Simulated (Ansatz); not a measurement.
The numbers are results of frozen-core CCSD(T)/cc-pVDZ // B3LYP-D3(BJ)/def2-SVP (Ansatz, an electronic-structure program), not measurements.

Ansatz 0.2 input:
```yaml
crystal:
  periodic: [false, false, false]
  atoms:
    - { symbol: B, position_ang: [-0.176104, 2.137329, -0.990819] }
    - { symbol: C, position_ang: [-0.376113, 1.116371, 0.168245] }
    - { symbol: C, position_ang: [0.882427, 0.759966, 0.981025] }
    - { symbol: C, position_ang: [1.768139, -0.218017, 0.200113] }
    - { symbol: C, position_ang: [0.995887, -1.474871, -0.216388] }
    - { symbol: C, position_ang: [-0.284351, -1.126216, -0.984633] }
    - { symbol: C, position_ang: [-1.166737, -0.171444, -0.159203] }
    - { symbol: B, position_ang: [-1.975221, -0.819736, 1.003502] }
    - { symbol: H, position_ang: [0.703474, 2.966416, -0.938132] }
    - { symbol: H, position_ang: [-0.96179, 2.187766, -1.909754] }
    - { symbol: H, position_ang: [-1.022012, 1.777113, 0.803659] }
    - { symbol: H, position_ang: [1.450042, 1.669547, 1.234457] }
    - { symbol: H, position_ang: [0.586483, 0.291013, 1.938572] }
    - { symbol: H, position_ang: [2.145548, 0.291071, -0.706937] }
    - { symbol: H, position_ang: [2.655688, -0.493109, 0.793488] }
    - { symbol: H, position_ang: [1.63915, -2.137447, -0.81865] }
    - { symbol: H, position_ang: [0.721529, -2.046997, 0.690106] }
    - { symbol: H, position_ang: [-0.009265, -0.644455, -1.942043] }
    - { symbol: H, position_ang: [-0.838825, -2.043827, -1.238216] }
    - { symbol: H, position_ang: [-2.054306, 0.106916, -0.785498] }
    - { symbol: H, position_ang: [-2.314494, -1.979733, 0.94764] }
    - { symbol: H, position_ang: [-2.369148, -0.147658, 1.929466] }
basis:
  gaussian: { orbitals: cc-pVDZ }
correlation:
  method: ccsd_t
```

Output:

```
Functional definition: HF
1652 factors; integrals over basis functions are off by at most 1.0e-3 eV
mean field evaluation 1: about -7742.2476 eV, gradient 3.8e1 eV
mean field evaluation 2: about -7742.5759 eV, gradient 3.8e1 eV
mean field evaluation 4: about -7747.1881 eV, gradient 6.2e0 eV
mean field evaluation 8: about -7747.3020 eV, gradient 1.5e-1 eV
mean field evaluation 16: about -7746.9684 eV, gradient 5.1e-1 eV
mean field -7747.30210160 eV, -284.7081009238 hartree, gradient 9.3e-6 eV, S^2 0.000000; 0 other end points of the search recorded, 0 dependent functions left out
8 core orbitals not correlated
reference -7747.30210160 eV, -284.7081009238 hartree; 22, 22 occupied and 152, 152 virtual orbitals, 1652 factors
second order -27.64563336 eV of doubles, -0.00000000 eV of singles
cycle   1  -29.40880402 eV  change    -1.8e0 eV  update   1.1e-1
cycle   2  -30.25366752 eV  change   -8.4e-1 eV  update   3.2e-2
cycle   3  -30.36288016 eV  change   -1.1e-1 eV  update   1.2e-2
cycle   4  -30.36151231 eV  change    1.4e-3 eV  update   3.3e-3
cycle   5  -30.36279775 eV  change   -1.3e-3 eV  update   1.4e-3
cycle   6  -30.36256240 eV  change    2.4e-4 eV  update   5.2e-4
cycle   7  -30.36229220 eV  change    2.7e-4 eV  update   2.2e-4
cycle   8  -30.36228552 eV  change    6.7e-6 eV  update   7.8e-5
cycle   9  -30.36227973 eV  change    5.8e-6 eV  update   2.9e-5
perturbative correction -0.98976038 eV, -0.0363730232 hartree
Total energy: -7778.65414172 eV, -285.8602671469 hartree
```

Cost: about 7 core-minutes (a rough figure).
